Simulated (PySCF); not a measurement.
C2H7NSi2. Atoms are numbered in the order given.

```xyz
12

Si     1.7674     0.7226     0.3075
C      0.3761    -0.5563     0.1919
N     -0.6737    -0.3338     1.2403
C     -1.7515    -0.0904     0.5747
Si    -0.9980    -0.3502    -1.1388
H      1.1971     2.0900     0.1331
H      2.4672     0.6455     1.6213
H      2.7479     0.4619    -0.7885
H      0.8218    -1.5615     0.2928
H     -2.6962     0.1434     1.0857
H     -1.4191    -1.5693    -1.8906
H     -0.9218     0.7928    -2.0974
```

Coordinates come from a B3LYP-D3(BJ)/def2-SVP optimisation. The structure was generated by enumeration; whether it is a known compound was not checked.

These are PBE0/pcSseg-1 run with PySCF values and carry that method's errors.

GIAO shieldings, no solvent; atoms listed in one row are averaged. δ = σ(ref) − σ: ²⁹Si against TMS (σ = 352.7 ppm); ¹³C against TMS (σ = 186.3 ppm); ¹⁵N against NH3 (σ = 267.4 ppm); ¹H against TMS (σ = 31.56 ppm), references at their B3LYP-D3(BJ)/def2-TZVP geometries, non-relativistic.

Computed chemical shifts:
```tsv
nucleus	atoms	count	δ (ppm)
²⁹Si	Si5	1	-6.8
²⁹Si	Si1	1	-61.0
¹³C	C4	1	198.0
¹³C	C2	1	48.7
¹⁵N	N3	1	552.5
¹H	H10	1	9.15
¹H	H11	1	6.25
¹H	H12	1	6.14
¹H	H6, H7, H8	3	4.39
¹H	H9	1	4.06
```
